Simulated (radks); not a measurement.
Species: Nd0.5+. Configuration: [Xe] 4f(up 2, down 2) 6s(up 1, down 0.5) (fractional occupations, a model configuration). Method: scalar-relativistic Kohn-Sham, r2SCAN, spin-polarised, spherical densities, finite nucleus; meta-GGA in the generalised Kohn-Sham scheme; Fermi nuclear charge, rms radius 4.9123 fm; computed with a radial shooting solver on a logarithmic mesh with Libxc functionals.

Normalised radial functions P(r) = r R(r), r in bohr:

```
   r/bohr * 5p up, o 4f down (the largest magnitude, 0.957, reaches the edge; | marks zero, & curves that meet)
 0.003919                             &
 0.004563                             &
 0.005354                             &
 0.006233                             &
 0.007256                             o*
 0.008515                             o*
 0.009913                             o*
  0.01154                             o*
  0.01344                             o *
  0.01577                             o *
  0.01835                             o  *
  0.02137                             o  *
  0.02508                             o   *
  0.02919                             o   *
  0.03398                             o    *
  0.03988                             o    *
  0.04643                             o     *
  0.05405                             o     *
  0.06292                             o    *
  0.07384                             |o  *
  0.08596                             |o *
   0.1001                             *o
   0.1174                           * | o
   0.1367                        *    |  o
   0.1592                      *      |    o
   0.1868                     *       |      o
   0.2174                     *       |        o
   0.2531                        *    |           o
   0.2947                            *|              o
   0.3458                             |    *            o
   0.4026                             |        *           o
   0.4687                             |           *           o
     0.55                             |           *             o
   0.6403                             |       *                  o
   0.7454                             | *                        o
   0.8747                      *      |                        o
    1.018              *              |                      o
    1.185        *                    |                   o
     1.38     *                       |                 o
    1.619    *                        |             o
    1.885       *                     |           o
    2.195            *                |        o
    2.576                 *           |      o
    2.999                     *       |    o
    3.491                        *    |   o
    4.096                           * | o
    4.769                            *| o
    5.552                             *o
    6.463                             *o
    7.585                             &
     8.83                             &
    10.28                             &
    12.06                             &
    14.04                             &
```

5p up: eigenvalue -25.773 eV, 3 radial nodes at r = 0.102, 0.303, 0.771 bohr, <r> = 1.73 bohr, 90 % of the charge inside 2.53 bohr. 4f down: eigenvalue -4.198 eV, 0 radial nodes, <r> = 1.11 bohr, 90 % of the charge inside 1.98 bohr.
